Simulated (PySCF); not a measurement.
Computed properties of Sn(Cl)2(Me)(OMe) (C₂H₆Cl₂OSn), SMILES [Sn]([CH3])([Cl])([Cl])[O]C

Sn(Cl)2(Me)(OMe) (C₂H₆Cl₂OSn), SMILES [Cl][Sn]([Cl])([O]C)[CH3]. Geometry: B3LYP-D3(BJ)/def2-SVP. The def2 effective core potentials stand for the cores of Sn; spin–orbit coupling is left out. The values are those of a single conformer. All values are computed for the isolated molecule unless a solvent is named; none is compared with measurement here.

**Structure.** The optimised structure has Cs symmetry. All 30 harmonic modes at B3LYP-D3(BJ)/def2-SVP (PySCF) are real, so it is a minimum. With heavy atoms numbered as in [CH3:1][O:2][Sn:3]([CH3:4])([Cl:5])[Cl:6], the shortest bond between them is C1–O2 at 1.414 Å and the longest Sn3–Cl5 at 2.364 Å.

**Vibrations.** The strongest infrared lines (harmonic, unscaled, degenerate partners summed) lie at 1097 cm⁻¹ (212 km/mol, O 52 %, C 44 %), 2984 cm⁻¹ (76 km/mol, H 97 %), 373 cm⁻¹ (62 km/mol, Cl 73 %, Sn 27 %). The softest mode is at 48 cm⁻¹ and the zero-point energy is 50.0 kcal/mol.

**Electronic structure.** HF/def2-TZVP (PySCF) places the frontier levels at -11.98 and 1.84 eV, a gap of 13.82 eV, and gives a dipole moment of 2.56 D and a mean polarisability of 83.5 bohr³. PBE/def2-TZVP (PySCF) at the same geometry gives -6.56 and -2.84 eV, so its gap is 10.10 eV narrower. An orbital gap is neither the optical nor the fundamental gap.

**Excitations.** TDDFT-ωB97X/def2-SVPD (PySCF) has S1 at 5.56 eV (223 nm, f = 0.012, weak); the most intense of the 10 singlets computed lies at 7.76 eV (f = 0.23). T1 (TDA) is at 5.16 eV. TDDFT-PBE/def2-SVPD (PySCF) puts S1 at 3.77 eV. No vertical singlet excitation falls in the visible range (under 3.1 eV).
